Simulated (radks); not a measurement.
The numbers below are computed, except where a source is named.
The mercury ion Hg+, [Xe] 4f14 5d10 6s1. Code: a radial shooting solver on a logarithmic mesh with Libxc functionals. Model: non-relativistic Kohn-Sham, r2SCAN, spin-polarised, spherical densities, point nucleus; meta-GGA in the generalised Kohn-Sham scheme. Every spin shell is full or empty, so the densities are truly spherical. Functionals are evaluated on that one density, not self-consistently. Rank these orbital-free kinetic functionals by their error against the exact value of the orbitals, and give that value: Thomas-Fermi, von Weizsacker, TF + vW, TF + vW/9, LC94, APBEK, revAPBEK, Perdew 92, Thakkar, Pearson, LKT, PG1, DePristo-Kress, Ernzerhof.

Answer. Exact: 18408.7 hartree. From best to worst, with 100 (|E| - |E exact|)/|E exact| (equal figures are ties): LC94 +0.02, APBEK +0.05, revAPBEK +0.19, DePristo-Kress -0.19, Ernzerhof -0.47, Perdew 92 -0.67, TF + vW/9 -0.68, Thakkar -0.78, Pearson -0.83, Thomas-Fermi -4.61, PG1 +12.41, LKT +15.92, TF + vW +30.80, von Weizsacker -64.58.
